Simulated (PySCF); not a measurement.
BCl₃ was optimised in PySCF in the def2-TZVP basis family (density fitting, no spin–orbit coupling) with several functionals.

One of them gave a singlet of D3h symmetry with a mean bond of 1.737 Å to B, wavenumbers 254 (×2), 455, 479, 969 (×2) cm⁻¹ and a HOMO–LUMO gap of 7.40 eV.

Which level of theory was it?
A. B3LYP
B. BP86
C. PBE0
D. PBE

C. That is PBE0, with B–Cl 1.737 Å (×3). The others give BP86 1.752 Å and 923 cm⁻¹ for the highest mode; B3LYP 1.746 Å and 937 cm⁻¹ for the highest mode; PBE 1.748 Å and 932 cm⁻¹ for the highest mode.

The structures come from searches over a few start shapes, so lower isomers are not excluded.
